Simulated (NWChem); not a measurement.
System: CHFO3Si; SMILES O1C(=O)O[SiH]1F

NWChem input:

```
start job
memory heap 200 mb stack 900 mb global 1100 mb
geometry units angstroms noautosym nocenter noautoz
  O     -0.376587     2.388196     0.000000
  C     -0.099689     1.232240     0.000000
  O      0.108138     0.393450     1.101843
  Si     0.431095    -0.874240     0.000000
  F     -0.663567    -2.059228     0.000000
  O      0.108138     0.393450    -1.101843
  H      1.782235    -1.473502     0.000000
end
basis spherical
  O library 6-31g*
  C library 6-31g*
  Si library 6-31g*
  F library 6-31g*
  H library 6-31g*
end
dft
  xc b3lyp
  iterations 150
end
cosmo
  do_cosmo_smd true
  solvent cychexon
end
task dft energy
```

Excerpt of the output:

```
             Northwest Computational Chemistry Package (NWChem) 7.3.0
             --------------------------------------------------------

                             Geometry "geometry" -> ""
                             -------------------------

 Output coordinates in angstroms (scale by  1.889725989 to convert to a.u.)

  No.       Tag          Charge          X              Y              Z
 ---- ---------------- ---------- -------------- -------------- --------------
    1 O                    8.0000    -0.37658700     2.38819600     0.00000000
    2 C                    6.0000    -0.09968900     1.23224000     0.00000000
    3 O                    8.0000     0.10813800     0.39345000     1.10184300
    4 Si                  14.0000     0.43109500    -0.87424000     0.00000000
    5 F                    9.0000    -0.66356700    -2.05922800     0.00000000
    6 O                    8.0000     0.10813800     0.39345000    -1.10184300
    7 H                    1.0000     1.78223500    -1.47350200     0.00000000

 Effective nuclear repulsion energy (a.u.)     307.0852644706

                                 NWChem DFT Module
                                 -----------------

 Summary of "ao basis" -> "ao basis" (spherical)
 ------------------------------------------------------------------------------
       Tag                 Description            Shells   Functions and Types
 ---------------- ------------------------------  ------  ---------------------
 O                           6-31g*                  6       14   3s2p1d
 C                           6-31g*                  6       14   3s2p1d
 Si                          6-31g*                  8       18   4s3p1d
 F                           6-31g*                  6       14   3s2p1d
 H                           6-31g*                  2        2   2s

 in cosmo_initialize ...
 calling solv_data for solv:cychexon

 solvent parameters
 solvname_short: cychexon
 solvname_long:  cyclohexanone
 dielec:       15.6190
 dielecinf:     2.1045
 nonaqueous SMD model solvent descriptors
 dielec:       15.6190
 sola:          0.0000
 solb:          0.5600
 solc:          0.0000
 solg:         49.7600
 solh:          0.0000
 soln:          1.4507

          ---------------
          -cosmo- solvent
          ---------------
 Cosmo: York-Karplus, doi: 10.1021/jp992097l
 dielectric constant -eps-     =  15.62
 screen = (eps-1)/(eps    )    =   0.93598
 surface charge correction     = lagrangian

   van der Waals surface
 --------------------------

 ---------- ATOMIC COORDINATES (A.U.) ------------ VDWR(ANG.) --
     1   -0.71164624    4.51303605    0.00000000     2.294
     2   -0.18838489    2.32859595    0.00000000     1.850
     3    0.20435119    0.74351269    2.08218135     2.294
     4    0.81465143   -1.65207405    0.00000000     2.470
     5   -1.25395981   -3.89137667    0.00000000     1.730
     6    0.20435119    0.74351269   -2.08218135     2.294
     7    3.36793580   -2.78451502    0.00000000     1.200
 number of segments per atom =        128
 number of   points per atom =        128
 atom (   nspa,  nppa )
 ----------------------
    1 (     84,     0 )       0
    2 (      0,     0 )       0
    3 (     60,     0 )       0
    4 (     52,     0 )       0
    5 (     70,     0 )       0
    6 (     60,     0 )       0
    7 (     34,     0 )       0
 number of -cosmo- surface points =      360
 molecular surface =    140.109 angstrom**2
 molecular volume  =    143.708 angstrom**3
 -lineq- algorithm             =   0
 -bem- low  level              =   3
 -bem- from -octahedral-
 gaussian surface charge width =   4.50000
 degree of switching           =   1.00000
 switching function tolerance  =   0.00010
 atomic radii =
 --------------
    1  8.000  2.294
    2  6.000  1.850
    3  8.000  2.294
    4 14.000  2.470
    5  9.000  1.730
    6  8.000  2.294
    7  1.000  1.200
 ...... end of -cosmo- initialization ......

 nat:                     7
 ixmem:                  2814
 calling mnsol_interface()
 G(SMD-CDS) energy (kcal/mol)  =    -0.820
 SMD-CDS SASA (angstrom**2)    =   128.871

[...]

                                COSMO-SMD solvation results
                                ---------------------------

             internal energy in gas <Psi(g)|H|Psi(g)> =      -653.830462793241
         internal energy in solvent <Psi(s)|H|Psi(s)> =      -653.829461475207
                               delta internal energy  =         0.001001318034 (    0.63 kcal/mol)
   total free energy in solvent <Psi(s)|H+V/2|Psi(s)> =      -653.837849915576
 polarization energy contribution <Psi(s)|V/2|Psi(s)> =        -0.008388440369 (   -5.26 kcal/mol)
    total free energy in solvent including G(SMD-CDS) =      -653.839157116135
                       G(SMD-CDS) energy contribution =        -0.001307200559 (   -0.82 kcal/mol)
     1 M fixed-concentration free energy of solvation =        -0.008694322895 (   -5.46 kcal/mol)

                       DFT Final Molecular Orbital Analysis
                       ------------------------------------

 Vector   25  Occ=2.000000D+00  E=-3.605260D-01
              MO Center=  1.2D-01,  3.7D-01, -2.9D-08, r^2= 1.8D+00
   Bfn.  Coefficient  Atom+Function         Bfn.  Coefficient  Atom+Function
  ----- ------------  ---------------      ----- ------------  ---------------
    31      0.439476  3 O  px                77     -0.439476  6 O  px
    35      0.331994  3 O  px                81     -0.331994  6 O  px
    32      0.128492  3 O  py                78     -0.128492  6 O  py
    36      0.096260  3 O  py                82     -0.096260  6 O  py
    65      0.071893  5 F  pz                33      0.057207  3 O  pz

 Vector   26  Occ=2.000000D+00  E=-3.510944D-01
              MO Center= -8.0D-02,  1.3D+00,  2.6D-08, r^2= 2.8D+00
   Bfn.  Coefficient  Atom+Function         Bfn.  Coefficient  Atom+Function
  ----- ------------  ---------------      ----- ------------  ---------------
     3      0.452827  1 O  px                 7      0.312032  1 O  px
    31     -0.278871  3 O  px                77     -0.278871  6 O  px
    35     -0.204101  3 O  px                81     -0.204101  6 O  px
    90      0.139870  7 H  s                 17      0.133759  2 C  px
     4      0.124453  1 O  py                 8      0.085130  1 O  py

 Vector   27  Occ=2.000000D+00  E=-3.251117D-01
              MO Center= -2.7D-01,  1.9D+00, -2.2D-09, r^2= 1.7D+00
   Bfn.  Coefficient  Atom+Function         Bfn.  Coefficient  Atom+Function
  ----- ------------  ---------------      ----- ------------  ---------------
     5      0.591946  1 O  pz                 9      0.388229  1 O  pz
    32     -0.172462  3 O  py                78      0.172462  6 O  py
    36     -0.126528  3 O  py                82      0.126528  6 O  py
    23      0.125852  2 C  pz                34     -0.118349  3 O  s
    80      0.118349  6 O  s                 33      0.116855  3 O  pz

 Vector   28  Occ=0.000000D+00  E=-3.342618D-04
              MO Center=  5.0D-01, -1.0D+00,  6.1D-08, r^2= 3.4D+00
   Bfn.  Coefficient  Atom+Function         Bfn.  Coefficient  Atom+Function
  ----- ------------  ---------------      ----- ------------  ---------------
    55      0.791955  4 Si pz                51      0.524331  4 Si pz
    34     -0.347825  3 O  s                 80      0.347825  6 O  s
    65     -0.202378  5 F  pz                69     -0.193384  5 F  pz
    47     -0.173776  4 Si pz                36      0.158308  3 O  py
    82     -0.158308  6 O  py                19      0.151880  2 C  pz

 Vector   29  Occ=0.000000D+00  E= 1.766964D-03
              MO Center= -6.6D-02,  8.0D-01, -3.5D-08, r^2= 3.3D+00
   Bfn.  Coefficient  Atom+Function         Bfn.  Coefficient  Atom+Function
  ----- ------------  ---------------      ----- ------------  ---------------
    17      0.552330  2 C  px                21      0.476674  2 C  px
     7     -0.378651  1 O  px                 3     -0.357638  1 O  px
    52      0.319451  4 Si s                 66     -0.286978  5 F  s
    54     -0.280378  4 Si py                53     -0.239364  4 Si px
    20      0.178377  2 C  s                 49     -0.156047  4 Si px

 Vector   30  Occ=0.000000D+00  E= 2.134412D-02
              MO Center=  9.7D-02, -6.1D-01, -2.7D-08, r^2= 4.0D+00
   Bfn.  Coefficient  Atom+Function         Bfn.  Coefficient  Atom+Function
  ----- ------------  ---------------      ----- ------------  ---------------
    52      1.131707  4 Si s                 90     -0.620872  7 H  s
    66     -0.398015  5 F  s                 20      0.343098  2 C  s
    34     -0.317061  3 O  s                 80     -0.317061  6 O  s
    48      0.286956  4 Si s                  6     -0.258809  1 O  s
    21     -0.241338  2 C  px                17     -0.220521  2 C  px

     Multipole analysis of the density
     ---------------------------------

     L   x y z        total         alpha         beta         nuclear
     -   - - -        -----         -----         ----         -------
     0   0 0 0     -0.000000    -27.000000    -27.000000     54.000000

     1   1 0 0      0.934845      0.500644      0.500644     -0.066443
     1   0 1 0     -1.503027     -1.269576     -1.269576      1.036125
     1   0 0 1     -0.000000     -0.000000     -0.000000      0.000000

     2   2 0 0    -26.539582    -33.129057    -33.129057     39.718532
     2   1 1 0     -1.289610      4.454201      4.454201    -10.198013
     2   1 0 1      0.000000      0.000000      0.000000      0.000000
     2   0 2 0    -33.378978   -209.973891   -209.973891    386.568804
     2   0 1 1      0.000000      0.000000      0.000000      0.000000
     2   0 0 2    -30.185689    -49.776678    -49.776678     69.367667
```

Level: B3LYP/6-31G* (spherical d), SMD on the gas-phase geometry. Coordinates come from a PBE-D3(BJ)/def2-SVP optimisation. Solvent: cyclohexanone.
